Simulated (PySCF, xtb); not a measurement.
CH7F2NSi2, SMILES F[SiH](F)N[SiH2]C.

GFN2-xTB in xtb at its own geometry gives an orbital gap of 5.80 eV and a dipole moment of 2.96 D.

Geometry: B3LYP-D3(BJ)/def2-SVP. This is a generated structure with no PubChem entry under its InChIKey; it may be hypothetical. The values are those of a single conformer.

What does PBE/def2-TZVP run with PySCF give? (The exact figures need the calculation; the answer reports its results.)

gap 6.26 eV (levels -6.73 and -0.47 eV), dipole 2.58 D.
